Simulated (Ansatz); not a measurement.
A run for Ansatz (a program for electronic structure): R-CCSD(T)/cc-pVQZ on B2H6.

Ansatz 0.2 input:
```yaml
crystal:
  periodic: [false, false, false]
  atoms:
    - {symbol: B, position_ang: [-0.00000000, -0.00000000, 0.87914543]}
    - {symbol: B, position_ang: [0.00000000, 0.00000000, -0.87914543]}
    - {symbol: H, position_ang: [0.00000000, 0.97421540, 0.00000000]}
    - {symbol: H, position_ang: [0.00000000, -0.97421540, -0.00000000]}
    - {symbol: H, position_ang: [1.03641323, -0.00000000, 1.45644972]}
    - {symbol: H, position_ang: [-1.03641323, -0.00000000, 1.45644972]}
    - {symbol: H, position_ang: [1.03641323, -0.00000000, -1.45644972]}
    - {symbol: H, position_ang: [-1.03641323, -0.00000000, -1.45644972]}
basis:
  gaussian:
    orbitals: cc-pVQZ
magnetization: {spin_polarized: false}
correlation: {method: ccsd_t, electrons: outside_noble_gas}
scf: {lower_state_search: off}
```

Program output:

```
WARN ansatz: RAYON_NUM_THREADS=4 ignored (pool sized by the plan → 4); use --threads N
Functional definition: HF
these checks for a lower state are left out or cut short: stability, starts, cluster_reference, orbital_swaps, neighbouring_geometries, increment
integrals: 2.49 GiB planned
1672 factors; integrals over basis functions are off by at most 7.3e-4 eV
mean field: 1.05 GiB planned
mean field evaluation 1: about -1436.4467 eV, gradient 1.8e1 eV
mean field evaluation 2: about -1436.4479 eV, gradient 1.8e1 eV
mean field evaluation 4: about -1437.8160 eV, gradient 1.2e0 eV
mean field evaluation 8: about -1437.8228 eV, gradient 1.5e-4 eV
mean field -1437.82281039 eV, -52.8390136904 hartree, gradient 1.2e-6 eV, S^2 0.000000; 0 other end points of the search recorded, 0 dependent functions left out
2 core orbitals not correlated
reference -1437.82281039 eV, -52.8390136904 hartree; 6, 6 occupied and 282, 282 virtual orbitals, 1672 factors
second order -7.54137472 eV of doubles, -0.00000000 eV of singles
coupled cluster: 4.06 GiB planned
cycle   1  -8.15912979 eV  change   -6.2e-1 eV  update   6.0e-2
cycle   2  -8.41860718 eV  change   -2.6e-1 eV  update   1.8e-2
cycle   3  -8.43917264 eV  change   -2.1e-2 eV  update   4.9e-3
cycle   4  -8.43679353 eV  change    2.4e-3 eV  update   1.2e-3
cycle   5  -8.43665455 eV  change    1.4e-4 eV  update   3.3e-4
cycle   6  -8.43662615 eV  change    2.8e-5 eV  update   9.5e-5
cycle   7  -8.43660700 eV  change    1.9e-5 eV  update   2.4e-5
cycle   8  -8.43661472 eV  change   -7.7e-6 eV  update   7.7e-6
perturbative correction -0.27273889 eV, -0.0100229695 hartree
Total energy: -1446.53216400 eV, -53.1590765322 hartree
Checks for a lower state left out: stability, starts, cluster_reference, orbital_swaps, neighbouring_geometries, increment
```

The run converged.

Cost: about 40 core-seconds (a rough figure).
